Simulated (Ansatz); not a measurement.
**Molecular dynamics of H₄CSO₂**

Input file:

```yaml
accuracy: low
crystal:
  lattice:
    - [8.81516, 0.0, 0.0]
    - [0.0, 8.81516, 0.0]
    - [0.0, 0.0, 8.81516]
  atoms:
    - { symbol: S, position: [0.4503418, 0.28785727, 0.41957717] }
    - { symbol: O, position: [0.51552848, 0.23779288, 0.56273582] }
    - { symbol: O, position: [0.53906446, 0.39087233, 0.32558921] }
    - { symbol: S, position: [0.85701785, 0.48505099, 0.40128951] }
    - { symbol: O, position: [0.86463056, 0.62859035, 0.31978349] }
    - { symbol: O, position: [0.8382564, 0.49079219, 0.5652916] }
    - { symbol: S, position: [0.13407548, -0.1346773, 0.06541622] }
    - { symbol: O, position: [0.02029103, -0.01950619, 0.0977906] }
    - { symbol: O, position: [0.26029477, -0.09457131, -0.03344572] }
    - { symbol: S, position: [0.58470457, 0.59578248, 0.85499912] }
    - { symbol: O, position: [0.4250293, 0.5594393, 0.87640108] }
    - { symbol: O, position: [0.66023626, 0.69204155, 0.96598687] }
    - { symbol: S, position: [0.22284725, 0.81706978, 0.53483754] }
    - { symbol: O, position: [0.22583938, 0.92258454, 0.40769344] }
    - { symbol: O, position: [0.22628341, 0.65535904, 0.50159575] }
    - { symbol: C, position: [0.7231271, 0.22166389, 0.93329279] }
    - { symbol: H, position: [0.75156342, 0.28833617, 0.83221251] }
    - { symbol: H, position: [0.82732594, 0.17671288, 0.98404094] }
    - { symbol: H, position: [0.64918689, 0.12726989, 0.90027814] }
    - { symbol: H, position: [0.66402665, 0.29255463, 1.01694158] }
    - { symbol: C, position: [0.14991357, 0.39354361, 0.13720933] }
    - { symbol: H, position: [0.26005328, 0.3819055, 0.08092592] }
    - { symbol: H, position: [0.07902765, 0.47260873, 0.07200923] }
    - { symbol: H, position: [0.16708225, 0.43945256, 0.25186261] }
    - { symbol: H, position: [0.0937573, 0.28245062, 0.14321815] }
    - { symbol: C, position: [0.15245418, 0.27059233, 0.72013995] }
    - { symbol: H, position: [0.05273394, 0.27782028, 0.79385581] }
    - { symbol: H, position: [0.124581, 0.20096376, 0.62073148] }
    - { symbol: H, position: [0.24688128, 0.21891748, 0.78241161] }
    - { symbol: H, position: [0.18480559, 0.38519091, 0.68369374] }
    - { symbol: C, position: [0.60750605, 0.96110957, 0.2790353] }
    - { symbol: H, position: [0.6968598, 1.0452914, 0.25952132] }
    - { symbol: H, position: [0.59131883, 0.94534731, 0.40128917] }
    - { symbol: H, position: [0.64136149, 0.8535522, 0.22705307] }
    - { symbol: H, position: [0.50130868, 0.99956548, 0.22673245] }
    - { symbol: C, position: [0.8557427, 0.90247913, 0.65991527] }
    - { symbol: H, position: [0.91886668, 0.96166709, 0.74945629] }
    - { symbol: H, position: [0.87105903, 0.77948236, 0.66998421] }
    - { symbol: H, position: [0.89374836, 0.94103147, 0.5476692] }
    - { symbol: H, position: [0.73487414, 0.92963886, 0.67183394] }
basis:
  ecutwfc: 420.0
kpoints:
  mp_grid: { grid: [1, 1, 1] }
hamiltonian:
  xc: pbe
  dispersion: d3bj
scf:
  occupations: { method: fermi_dirac, width: 0.05 }
  lower_state_search: "off"
md:
  timestep: 0.5
  n_steps: 200
  ensemble: nvt_langevin
  temperature: 400.0
  initial_velocities: maxwell_boltzmann
  seed: 349693
  friction: 0.02
```

Run as:

```bash
$ ansatz run input.yaml --threads 1 --pin off --max-ram 3072MiB --backend cpu --events-out ev --progress --plain --runs-dir out
```

It starts from a partly relaxed structure (largest force component 0.21 eV/Å).

Output, in part (step lines):

```
md step     0: t =     0.00 fs  T =   390.0 K  F+E_penalty+E_count = -11755.24787148 eV  E_kin = 2.016456 eV  (12 SCF iters)
md step     1: t =     0.50 fs  T =   368.0 K  F+E_penalty+E_count = -11755.19896456 eV  E_kin = 1.902933 eV  (9 SCF iters)
md step     2: t =     1.00 fs  T =   331.8 K  F+E_penalty+E_count = -11755.06930421 eV  E_kin = 1.715430 eV  (9 SCF iters)
md step     3: t =     1.50 fs  T =   302.0 K  F+E_penalty+E_count = -11754.89473453 eV  E_kin = 1.561310 eV  (9 SCF iters)
md step     4: t =     2.00 fs  T =   260.3 K  F+E_penalty+E_count = -11754.72080073 eV  E_kin = 1.345795 eV  (9 SCF iters)
md step     5: t =     2.50 fs  T =   252.1 K  F+E_penalty+E_count = -11754.60102808 eV  E_kin = 1.303596 eV  (7 SCF iters)
md step     6: t =     3.00 fs  T =   245.7 K  F+E_penalty+E_count = -11754.56502656 eV  E_kin = 1.270452 eV  (7 SCF iters)
md step     7: t =     3.50 fs  T =   262.6 K  F+E_penalty+E_count = -11754.59582791 eV  E_kin = 1.357643 eV  (7 SCF iters)
[... lines left out ...]
```

The steps, from the saved trajectory:

| time (fs) | T (K) | potential energy less start (eV) |
| --- | --- | --- |
| 0.0 | 390 | 0.000 |
| 3.0 | 246 | 0.683 |
| 6.0 | 270 | 0.585 |
| 9.0 | 252 | 0.816 |
| 12.0 | 319 | 0.580 |
| 15.0 | 335 | 0.771 |
| 18.0 | 280 | 1.036 |
| 21.0 | 372 | 0.697 |
| 24.0 | 364 | 0.814 |
| 27.0 | 353 | 0.866 |
| 30.0 | 289 | 1.000 |
| 33.0 | 347 | 0.804 |
| 36.0 | 345 | 0.983 |
| 39.0 | 362 | 1.143 |
| 42.0 | 415 | 0.947 |
| 45.0 | 354 | 1.165 |
| 48.0 | 383 | 1.027 |
| 51.0 | 325 | 1.203 |
| 54.0 | 374 | 0.995 |
| 57.0 | 356 | 1.079 |
| 60.0 | 390 | 1.143 |
| 63.0 | 401 | 1.002 |
| 66.0 | 366 | 1.235 |
| 69.0 | 385 | 1.094 |
| 72.0 | 354 | 1.337 |
| 75.0 | 336 | 1.295 |
| 78.0 | 309 | 1.429 |
| 81.0 | 318 | 1.214 |
| 84.0 | 293 | 1.284 |
| 87.0 | 273 | 1.392 |
| 90.0 | 297 | 1.361 |
| 93.0 | 296 | 1.238 |
| 96.0 | 355 | 1.197 |
| 99.0 | 312 | 1.651 |

All steps were run. The mean temperature of the second half is 15 % below the set value. A run of 0.1 ps of so small a system gives no equilibrium averages. Limits of this set-up: coarse k mesh, low accuracy level.

Mean squared displacements from the first frame to the last, about the centre of mass: S 0.07 Å², O 0.17 Å², C 0.38 Å², H 1.35 Å².

Last frame:

```xyz
40
Lattice="8.8152 0.0000 0.0000 0.0000 8.8152 0.0000 0.0000 0.0000 8.8152" Properties=species:S:1:pos:R:3
S 3.740 2.394 3.857
O 4.463 2.313 5.148
O 4.362 3.010 2.693
S 7.594 4.244 3.483
O 8.148 5.511 3.002
O 7.606 3.975 4.924
S 1.117 -1.183 0.654
O 0.010 -0.300 0.611
O 2.099 -1.005 -0.406
S 5.115 5.265 7.657
O 3.687 5.302 7.785
O 5.895 5.910 8.738
S 2.180 7.390 4.371
O 2.186 8.382 3.339
O 1.803 6.050 4.133
C 6.172 2.712 8.529
H 5.780 2.387 7.561
H 6.914 3.520 8.647
H 6.605 1.824 9.061
H 5.455 2.904 9.265
C 1.268 3.192 0.838
H 1.638 2.678 -0.036
H 0.480 3.893 0.659
H 2.205 3.667 1.228
H 0.831 2.435 1.523
C 1.314 2.326 6.206
H 0.269 2.163 6.460
H 1.637 1.681 5.386
H 1.812 2.021 7.122
H 1.260 3.404 5.818
C 5.857 8.340 2.972
H 6.891 7.902 3.094
H 5.456 8.882 3.887
H 5.173 7.527 2.572
H 6.026 9.106 2.181
C 7.696 7.655 6.402
H 8.525 7.810 7.129
H 6.698 7.516 6.986
H 7.922 6.660 5.890
H 7.543 8.501 5.793
```

The run took 15 min on 1 thread of Arm Neoverse V1 (shared host), peak memory 0.6 GiB.
